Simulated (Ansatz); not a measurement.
`C#CO[CH2][AlH][CH3]` and `C#COCCS` differ in one atom or group.

Ansatz, PBE0-D4/def2-TZVP geometries, multiplicity 1. Each molecule was computed in one conformer, which needn't be the lowest.

| property | `C#CO[CH2][AlH][CH3]` |
| --- | --- |
| LUMO energy (PBE/def2-TZVPP) / eV | -1.80 |
| LUMO energy (PBE0/def2-TZVPP) / eV | -0.83 |
| HOMO energy (PBE0/def2-TZVPP) / eV | -7.36 |
| size of the dipole moment (PBE/def2-TZVPP) / D | 0.81 |
| HOMO energy (PBE/def2-TZVPP) / eV | -6.10 |
| HOMO–LUMO gap (ωB97M-V/def2-TZVPP) / eV | 10.57 |

(1) Give the same properties after the change, and the shifts. (An estimate is asked.)

Results:

(1) Computed: 
```
                                      property  `C#COCCS`  shift
             LUMO energy (PBE/def2-TZVPP) / eV      -0.82   0.98
            LUMO energy (PBE0/def2-TZVPP) / eV       0.13   0.96
            HOMO energy (PBE0/def2-TZVPP) / eV      -7.02   0.34
size of the dipole moment (PBE/def2-TZVPP) / D       0.96   0.15
             HOMO energy (PBE/def2-TZVPP) / eV      -5.76   0.34
       HOMO–LUMO gap (ωB97M-V/def2-TZVPP) / eV      11.15   0.58
```

With PBE0 the HOMO rises by 0.34 eV and the LUMO rises by 0.96 eV, so the gap widens by about 0.62 eV. PBE moves the HOMO by 0.34 eV and ωB97M-V by 0.31 eV. Dipoles are sizes alone; their direction can turn.
